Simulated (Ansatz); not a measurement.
```yaml
crystal:
  periodic: [false, false, false]
  atoms:
    - {symbol: C, position_ang: [0.706125, 0.826785, -1.450219]}
    - {symbol: C, position_ang: [0.741985, -0.017474, -0.571692]}
    - {symbol: S, position_ang: [1.249107, -1.531618, 0.071332]}
    - {symbol: B, position_ang: [-0.226854, -0.777726, 0.575907]}
    - {symbol: N, position_ang: [-1.378771, -0.545016, 1.485837]}
    - {symbol: H, position_ang: [1.617909, 0.890098, -2.043480]}
    - {symbol: H, position_ang: [0.426100, 1.659149, -1.541662]}
    - {symbol: H, position_ang: [-1.219710, -1.291029, 2.239572]}
    - {symbol: H, position_ang: [-2.191087, -0.115654, 1.615522]}
basis:
  gaussian: {orbitals: def2-mTZVP}
hamiltonian: {xc: {name: B2PLYP}, dispersion: rvv10}
output: {forces: true}
```

```sh
$ ansatz run in.yaml --threads 2 --pin off --events-out ev --progress --plain --max-ram 4352MiB
```

Question: How does Ansatz answer? (An estimate is asked.)

Answer: The calculation gave: The input was rejected before any iteration.
```
Error: invalid value for `hamiltonian.dispersion`: this functional's text states its nonlocal part
```
